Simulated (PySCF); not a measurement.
CH6N, charge +1.

```xyz
8

C      0.0000     0.0000    -0.7984
N      0.0000     0.0000     0.7093
H      0.0000    -1.0331    -1.1395
H      0.8947     0.5166    -1.1395
H     -0.8947     0.5166    -1.1395
H     -0.8254    -0.4766     1.0813
H      0.0000     0.9531     1.0813
H      0.8254    -0.4766     1.0813
```
Charge +1, spin multiplicity 1.

Geometry: ωB97X-D3(BJ)/def2-TZVP.

Calculation: PySCF with PBE/pcSseg-2. Non-relativistic, no solvent.

Problem. Give the absolute GIAO shielding of each atom: isotropic value and principal components (ppm). (The exact figures need the calculation; the answer reports its results.)

Solution. 
```tsv
atom	σ(iso)	σ11	σ22	σ33	span
C1	146.3	127.6	127.6	183.7	56.0
N2	217.3	214.7	214.7	222.5	7.8
H3	28.1	24.3	26.1	33.9	9.6
H4	28.1	24.3	26.1	33.9	9.6
H5	28.1	24.3	26.1	33.9	9.6
H6	26.8	20.4	23.0	37.0	16.7
H7	26.8	20.4	23.0	37.0	16.7
H8	26.8	20.4	23.0	37.0	16.7
```
